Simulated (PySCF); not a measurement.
A structure optimised at TPSSh-D3(BJ)/def2-SVP, used in a PySCF frequency run:

```xyz
6

Ga     0.0049     0.6662     0.0000
F      1.2671     1.8578     0.0000
F     -1.6417     1.2265     0.0000
N      0.4212    -1.0815     0.0000
C      0.1379    -2.2587     0.0000
O     -0.0693    -3.4110     0.0000
```

Problem. Write its SMILES, formula and point group.

Solution. O=C=[N][Ga]([F])[F], CF2GaNO, Cs

Problem. What are its rotational constants (standard atomic weights)?

Solution. 5.9810, 1.3010, 1.0686 GHz
